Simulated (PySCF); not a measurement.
A structure optimised at B3LYP-D3(BJ)/def2-SVP, used in a PySCF frequency run:

```
B
O 1 1.3645
H 2 0.9647 1 113.02
C 1 1.5676 2 116.79 3 180.00
C 4 1.3425 1 123.25 2 0.00
H 5 1.0956 4 120.75 1 0.00
H 5 1.0959 6 116.52 4 180.00
H 4 1.0984 5 117.75 6 180.00
C 1 1.5813 2 122.14 3 0.00
H 9 1.1030 1 114.96 2 0.00
H 9 1.1047 10 107.95 1 -123.13
H 9 1.1047 10 107.95 11 -113.74
```
Charge 0, spin multiplicity 1.

**Question.** Write its SMILES, formula and point group.

**Answer.** C=CB(C)O, C3H7BO, Cs

**Question.** What are its rotational constants (standard atomic weights)?

**Answer.** 8.6795, 3.5873, 2.5787 GHz
